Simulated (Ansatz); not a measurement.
Process, species as SMILES: [BH2] (BH2) → B atom + 2 H atom
B3LYP-D3(BJ)/def2-TZVP geometries, fixed; electronic energies without zero-point terms.
Largest species:
```xyz
3

B      0.1441    -0.0062    -0.0077
H     -0.4073    -1.0572    -0.0004
H     -0.3134     1.0880     0.0389
```
Charge 0, spin multiplicity 2.

Basis-set convergence of the atomisation energy at PBE with Ansatz (a first-principles code). Cartesian d functions, on some or all atoms, in 6-31G*, 6-31+G*; all else is spherical. The program fits the integrals of some runs and decomposes those of others, by size. Open shells are unrestricted. No added dispersion term, no relativity. Functions are those of the species that has most. Reference: the value in aug-cc-pV5Z, 171.75 kcal/mol, itself unsure by roughly 0.06 kcal/mol (its mean distance from pcseg-4, aug-pcseg-3, aug-cc-pVQZ). Deviations are taken from unrounded values.

| basis | functions | atomisation energy (kcal/mol) | minus reference (kcal/mol) |
|---|---|---|---|
| STO-3G | 7 | 236.06 | 64.31 |
| 3-21G | 13 | 170.80 | -0.95 |
| pcseg-0 | 13 | 168.66 | -3.09 |
| 6-31G* | 19 | 173.18 | 1.43 |
| 6-31+G* | 23 | 172.03 | 0.29 |
| cc-pVDZ | 24 | 168.31 | -3.44 |
| def2-SVP | 24 | 171.34 | -0.41 |
| 6-311G** | 30 | 171.29 | -0.45 |
| aug-pcseg-1 | 41 | 169.80 | -1.95 |
| 6-311++G(2d,2p) | 47 | 171.38 | -0.36 |
| def2-TZVPD | 55 | 171.56 | -0.19 |
| pcseg-2 | 58 | 171.76 | 0.01 |
| def2-TZVPP | 59 | 171.77 | 0.02 |
| jun-cc-pV(T+d)Z | 67 | 171.63 | -0.11 |
| def2-TZVPPD | 71 | 171.77 | 0.02 |
| cc-pVQZ | 115 | 171.90 | 0.15 |
| cc-pV5Z | 201 | 171.76 | 0.01 |
| aug-cc-pV5Z | 287 | 171.75 | 0.00 |

The smallest set listed that lies within 4 kcal/mol of the reference with all its larger relatives (same family, alike in diffuse functions; a set with none counts only in the reference's own line) is 3-21G (13 functions, -0.95 kcal/mol off), level with pcseg-0. (Relatives not listed, tested too: pcseg-1 -1.89, 6-31G** 2.38, 6-311+G** -0.67, def2-TZVP -0.21, cc-pVTZ -0.07, 6-311++G(3df,3pd) 0.05, aug-cc-pVTZ -0.24, aug-pcseg-2 0.02, def2-QZVP -0.08, def2-QZVPP -0.08, pcseg-3 -0.05, def2-QZVPPD -0.07, aug-cc-pVQZ 0.08, aug-pcseg-3 -0.04, pcseg-4 -0.05 kcal/mol.)
